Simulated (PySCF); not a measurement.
Gas-phase reaction: 3 GaHCl2 → GaH3 + 2 Cl + 2 GaCl2, at 1000 K and a standard pressure of 1 bar. Level: PBE/def2-TZVP†.

Energies from PySCF, thermal terms from the rigid-rotor harmonic-oscillator model, ideal gas at 1 bar. † marks an energy on the PBE0/def2-TZVP geometry and frequencies. Open shells (unrestricted): Cl (multiplicity 2, electronic degeneracy 6), GaCl2 (multiplicity 2); the rest are closed-shell singlets. Spin-orbit splitting is ignored; it lowers the true energy and changes the entropy of Cl. Ga: all electrons, no relativistic terms. GaHCl2, GaH3, GaCl2: computed as isolated molecules; such fragments, hydroxides, amides, oligomers or adducts are transient or little studied in the gas. The harmonic model lacks anharmonicity and excited electronic states, which grow with temperature; levels with a mode under 35 cm⁻¹ are left out. Soft modes under 120 cm⁻¹ make the harmonic entropy rough for GaCl2.

```csv
species,E (Ha),H(1000 K) − E (kJ/mol),S°(1000 K) (J/mol/K)
GaHCl2,-2845.31820,89.9,386.6
GaH3,-1926.31622,100.4,285.6
Cl,-459.95843,20.8,193.4
GaCl2,-2844.69792,58.7,370.8
```
E: electronic energy; H − E holds the zero-point and thermal terms. 1 Ha = 2625.5 kJ/mol.

Q: Work out ΔH°, ΔS°, ΔG° and log10 K from these numbers.

A: 1. ΔE = 1×(-1926.31622) + 2×(-459.95843) + 2×(-2844.69792) − 3×(-2845.31820) = 0.32568 Ha = 855.1 kJ.
2. Δ(H − E) = 1×(100.4) + 2×(20.8) + 2×(58.7) − 3×(89.9) = -10.3 kJ, so ΔH° = 844.8 kJ.
3. ΔS° = 1×(285.6) + 2×(193.4) + 2×(370.8) − 3×(386.6) = 254.2 J/K; the number of gas molecules changes by +2.
4. ΔG° = ΔH° − TΔS° = 844.8 − 1000×(254.2)/1000 = 590.6 kJ.
5. log10 K = −ΔG°/(RT ln 10) = -30.86, with RT ln 10 = 19.14 kJ/mol; at standard pressures the reactants are favoured.
6. A shift of 10 kJ in ΔE would move log10 K by 0.52 here.
For scale, ΔH°(298 K) is 848 kJ at this level, 874 kJ at ωB97M-V/def2-TZVP†, and runs from 638 to 973 kJ over the 20 levels computed.
